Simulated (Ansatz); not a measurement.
Gas-phase electronic energies from Ansatz, PBE0-D4/def2-TZVP geometries. CBS: MP2 limit from def2 TZ/QZ plus the TZ coupled-cluster correction, frozen cores. This one scheme is used for every species. DFT in def2-TZVPP. B3LYP here is the variant with VWN-RPA as its local correlation; programs differ in this. One conformer a species, not always the lowest.

`CCC(O)(O)F` + `N[SiH3]` → `OC(O)(F)N[SiH3]` + ethane  (substitution at a C–C bond)

```
             level  ΔE (kJ/mol)  difference from CCSD(T)/CBS
            PBE-D4         -4.6                         -6.5
           ωB97X-V         -3.9                         -5.8
           ωB97M-V         -3.1                         -5.0
               PBE         -3.6                         -5.5
             B3LYP         -3.9                         -5.8
SCS-MP2/def2-TZVPP         -1.7                         -3.6
   CCSD/def2-TZVPP         -1.5                         -3.4
    MP2/def2-QZVPP          1.1                         -0.8
      HF/CBS(def2)         -5.9                         -7.8
    CCSD/CBS(def2)          1.9                          0.0
       CCSD(T)/CBS          1.9                            0
```

Largest T1 diagnostic among the species: 0.011.

In def2-TZVPP, CCSD(T) changes the Hartree–Fock value by +5.0 kJ/mol (the triples alone add −0.1 kJ/mol) and MP2 by +5.5 kJ/mol.
